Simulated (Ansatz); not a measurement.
`B[N](C)[ZnH]`. Charge 0, multiplicity 1. All single points use the PBE0-D4/def2-TZVP geometry.

```xyz
10

B     1.300   -0.239   -0.436
N    -0.017    0.000   -0.079
C    -0.457    0.121    1.293
Zn   -1.023    0.123   -1.627
H     1.561   -0.324   -1.618
H     2.173   -0.362    0.383
H     0.391    0.003    1.975
H    -0.911    1.099    1.485
H    -1.202   -0.639    1.546
H    -1.814    0.219   -2.922
```

Question: What is the dipole moment at B3LYP/def2-TZVPP? (Estimate.)

Answer: Computed: 1.79 D, with components (-1.67, 0.31, 0.57) D in this frame, pointing from negative to positive charge.

Question: And with PBE, r2SCAN, ωB97M-V? (An estimate is asked.)

Answer: Computed: PBE 1.84 D, r2SCAN 1.80 D, ωB97M-V 1.82 D.

Question: Give the Mulliken charges with B3LYP, r2SCAN, ωB97M-V in def2-TZVPP. (Best estimate.)

Answer: The calculation gave: 
```
atom  B3LYP  r2SCAN  ωB97M-V
  B1  -0.14   -0.06    -0.19
  N2  -0.08   -0.13    -0.15
  C3  -0.17   -0.05    -0.23
 Zn4   0.25    0.27     0.25
  H5  -0.02   -0.05     0.02
  H6   0.00   -0.04     0.04
  H7   0.09    0.05     0.10
  H8   0.10    0.06     0.12
  H9   0.10    0.06     0.12
 H10  -0.11   -0.11    -0.08
```

B3LYP here is the variant with VWN-RPA as its local correlation; programs differ in this.
